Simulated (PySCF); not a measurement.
# K₃O⁺, singlet: computed properties

All numbers come from PySCF, PBE0, basis O def2-TZVP, K def2-TZVP (no relativity, density fitting).

The structure is a minimum.

| Property | Result |
| --- | --- |
| Point group | D3h |
| Bond lengths | K–K 4.070 Å (×3), O–K 2.350 Å (×3) |
| Bond angles | K–K–K 60.0° (×3), K–K–O 30.0° (×6), K–O–K 120.0° (×3) |
| Heat capacity Cp at 298.15 K | 77.0 J/(mol K) |
| Highest occupied level | -7.30 eV |
| Rotational constants | 0.05223, 0.05223, 0.02611 cm⁻¹ |
| Entropy at 298.15 K and 1 bar | 334.8 J/(mol K) |
| Zero-point energy | 8.4 kJ/mol |
| Rotational symmetry number | 6 |
| Principal quadrupole moments (Buckingham, traceless) about the centre of mass | -32.95, 16.48, 16.48 D Å |
| Lowest empty level | -3.84 eV |
| Dipole moment about the centre of mass | 0.00 D |
| Enthalpy at 298.15 K above 0 K | 18.41 kJ/mol |
| Principal polarisabilities | 53.8, 75.1, 75.1 bohr³ |

Harmonic modes (masses in u: O 15.995, K 38.964):
```
symmetry  ω (cm⁻¹)  IR (km/mol, summed over degenerate members)
      e'        94                                         16.3
    a2''       160                                          117
     a1'       212                                          0.0
      e'       423                                          396
```

In D3h the vibrations span 2e' + a2'' + a1'. The a1' mode carries no infrared intensity, as symmetry demands.

Charges (e):
```
  atom  Mulliken  Löwdin  polar tensor  Mayer order to O1
    O1     -1.19   -0.77         -1.46                  –
K2,3,4      0.73    0.59          0.82               0.47
```

Mulliken populations on O1: s 3.96, p 5.23, d 0.00, f 0.00.

Other isomers or separated fragments may lie lower.

The final relaxation and frequency run took of the order of 80 core-seconds on a shared host.
